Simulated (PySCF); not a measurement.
difluoro(silyloxy)silane (F₂H₄OSi₂), SMILES F[SiH](F)O[SiH3]. Atoms are numbered in the order given.

```xyz
9

Si     2.0389     0.5650     0.3238
O      0.4757     0.0675     0.6476
Si    -1.0208    -0.3215     0.1523
F     -0.9465    -1.5240    -0.9182
F     -1.6831     0.9283    -0.6202
H      2.0125     1.9057    -0.3219
H      2.6984    -0.4172    -0.5792
H      2.7660     0.6364     1.6174
H     -1.8691    -0.7133     1.2820
```

Geometry optimised at B3LYP-D3(BJ)/def2-SVP. A frequency run showed that this geometry is not a minimum. The values are those of a single conformer.

Calculation: TDDFT-B3LYP/def2-SVPD in PySCF 2.14.0.

Vertical excitations. 

List the lowest excited states. (The exact figures need the calculation; the answer reports its results.)


| state | energy (eV) | λ (nm) | f | main pairs |
|---|---|---|---|---|
| S1 | 7.62 | 163 | 0.000 | HOMO→LUMO 99 % |
| S2 | 7.70 | 161 | 0.004 | HOMO−1→LUMO 99 % |
| S3 | 8.62 | 144 | 0.057 | HOMO→LUMO+1 98 % |
| S4 | 8.70 | 143 | 0.061 | HOMO−1→LUMO+1 97 % |
| S5 | 8.96 | 138 | 0.002 | HOMO−1→LUMO+2 45 %, HOMO→LUMO+4 28 %, HOMO−1→LUMO+5 17 %, HOMO→LUMO+3 8 % |
| S6 | 9.05 | 137 | 0.059 | HOMO→LUMO+2 92 % |
| S7 | 9.09 | 136 | 0.007 | HOMO−1→LUMO+2 52 %, HOMO→LUMO+4 21 %, HOMO−1→LUMO+5 14 %, HOMO→LUMO+3 10 % |
| S8 | 9.26 | 134 | 0.007 | HOMO→LUMO+3 78 %, HOMO→LUMO+4 14 % |
| S9 | 9.32 | 133 | 0.012 | HOMO−2→LUMO 39 %, HOMO−1→LUMO+3 34 %, HOMO→LUMO+5 15 % |
| S10 | 9.39 | 132 | 0.173 | HOMO−1→LUMO+3 48 %, HOMO−2→LUMO 30 %, HOMO−1→LUMO+4 10 % |
| T1 | 7.23 | 171 | 0 | HOMO→LUMO 97 % |
| T2 | 7.30 | 170 | 0 | HOMO−1→LUMO 96 % |
| T3 | 8.23 | 151 | 0 | HOMO→LUMO+1 76 % |
| T4 | 8.27 | 150 | 0 | HOMO−1→LUMO+1 72 % |
Triplets are in the Tamm–Dancoff approximation, which puts them higher than full response would, so one can lie above its singlet here.
